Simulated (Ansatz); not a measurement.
Consider the atomization: `C[Se][SiH](F)Cl` → C• + Cl• + F• + 4 H• + Se• + Si•.

Gas-phase electronic energies from Ansatz, PBE0-D4/def2-TZVP geometries. CBS: MP2 limit from def2 TZ/QZ plus the TZ coupled-cluster correction, frozen cores. This one scheme is used for every species, atoms too. DFT in def2-TZVPP. No spin–orbit coupling; open shells (•) take unrestricted orbitals. Spin–orbit coupling would lower the free atoms: a little for C, Cl, F, Si; clearly for Se. Bonds to Se are less sure, by a few kJ/mol each and by 10 to 20 or more in all where they break to atoms, as the def2 sets lack core-valence functions. Scalar relativity is left out up to krypton. Each species was taken in one conformer, which may not be the lowest.

CCSD(T)/CBS gives +33.02 eV.

Problem. Another level gave +32.00 eV. Which?
A. CCSD(T)/def2-TZVPP
B. BHLYP-D4/def2-TZVPP
C. r2SCAN0-D4/def2-TZVPP
D. r2SCAN-D4/def2-TZVPP

Solution. A. CCSD(T)/def2-TZVPP 32.00, r2SCAN-D4 33.01, r2SCAN0-D4 32.49, BHLYP-D4 31.83 eV.

Largest T1 diagnostic among the species: 0.012.

From BLYP to BHLYP (50 % exact exchange), in def2-TZVPP and without D4, ΔE moves by −0.49 eV: exact exchange takes away binding that semilocal exchange gives to molecules. At CCSD(T), def2-SVP lies −2.69 eV from the extrapolated value and def2-TZVPP −1.02 eV: correlation converges slowly with the basis, and small sets miss more of it in the bonded molecule than in its fragments.

For atomizations the MP2-based limit and the directly extrapolated one differ by several kJ/mol either way, and by 10 to 25 for some Ge, Se and Sn compounds, so smaller differences from it don't rank the levels.
